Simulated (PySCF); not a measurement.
**`CN([SiH3])[SiH2][SiH2][GeH3]`, CH$_{13}$GeNSi$_{3}$**

Geometry:
```tsv
atom	x (Å)	y (Å)	z (Å)
C1	-0.825	-0.308	1.391
N2	-1.390	0.341	0.229
Si3	-2.955	-0.211	-0.272
Si4	-0.256	1.272	-0.709
Si5	1.496	-0.086	-1.391
Ge6	3.068	-0.391	0.323
H7	-1.608	-0.569	2.102
H8	-0.115	0.353	1.892
H9	-0.293	-1.230	1.121
H10	-3.841	-0.095	0.889
H11	-2.899	-1.615	-0.704
H12	-3.360	0.655	-1.371
H13	-1.043	1.870	-1.787
H14	0.198	2.351	0.190
H15	1.084	-1.432	-1.824
H16	2.218	0.465	-2.547
H17	3.368	0.857	1.109
H18	2.695	-1.361	1.411
H19	4.447	-0.856	-0.061
```

Level of theory: PySCF, GIAO mPW1PW91/STO-3G magnetisability, rotational g tensor and spin-rotation constants, non-relativistic, gas phase. Geometry: GFN2-xTB.

The calculation is non-relativistic, which matters for the atoms heavier than Zn.

(1) How diamagnetic is it, and how anisotropic?

(2) Split it along the inertial axes a, b, c into diamagnetic and paramagnetic parts about the centre of mass, with the quadrupole moment.

(3) And the rotational g tensor?

Answers

(1) Isotropic -1977 × 10⁻³⁰ J/T², or -119.1 × 10⁻⁶ cm³/mol; principal values -2030, -1977, -1925 × 10⁻³⁰ J/T², anisotropy 91 × 10⁻³⁰ J/T² (root of half the summed squared differences of the principal values). The susceptibility is in cgs units.

(2) 
```csv
axis,χ (10⁻⁶ cm³/mol),diamagnetic (10⁻⁶ cm³/mol),paramagnetic (10⁻⁶ cm³/mol),summed x² of all electrons (Å²),quadrupole Θ (D Å)
a,-120.0,-643.5,523.6,541.2,-1.74
b,-120.2,-2514.8,2394.6,100.1,+2.13
c,-117.1,-2720.7,2603.6,51.6,-0.39
```
Anisotropies 2χaa − χbb − χcc = -2.7 and 2χbb − χaa − χcc = -3.3 × 10⁻⁶ cm³/mol. Θ is traceless in Buckingham's convention.

(3) 
| axis | rotational constant (GHz) | g | nuclear part | electronic part |
| --- | --- | --- | --- | --- |
| a | 2.5516 | -0.0034 | 0.6242 | -0.6276 |
| b | 0.4701 | -0.0011 | 0.5277 | -0.5288 |
| c | 0.4351 | -0.0013 | 0.5309 | -0.5322 |

Asymmetric top; isotopes 12C, 74Ge, 1H, 14N, 28Si; no vibrational averaging.
